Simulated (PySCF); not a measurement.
## S: excitation energy

S [Ne] 3s2 3p4 (3P) → S [Ne] 3s2 3p3 4s1 (5S), as a difference of total energies. All numbers are calculated (PySCF 2.14, scalar relativity by spin-free X2C-1e, in aug-cc-pCVQZ-DK (10s9p7d5f3g, 134 functions)). Correlated levels: valence: [Ne] frozen; valence and next inner shell: 1s2 frozen; nothing frozen. The calculations carry no spin-orbit coupling.

```csv
method,excitation energy (eV),error (eV)
UHF,5.930,-0.570
LDA,6.682,+0.182
PBE,6.646,+0.146
PBE0,6.698,+0.198
r2SCAN,6.818,+0.318
M06-2X,6.902,+0.402
PBEsol,6.641,+0.141
r2SCAN0,6.784,+0.284
MP2 (valence),6.476,-0.024
SCS-MP2 (valence),6.698,+0.198
MP2 (valence and next inner shell),6.475,-0.025
SCS-MP2 (valence and next inner shell),6.695,+0.195
MP2 (all electrons),6.478,-0.022
SCS-MP2 (all electrons),6.696,+0.196
```

Reference: 6.500 eV (measured; NIST levels, between the centres of gravity of the two terms).

The promoted electron is Rydberg-like, and one or two diffuse shells describe it only roughly, which tends to raise the upper state.
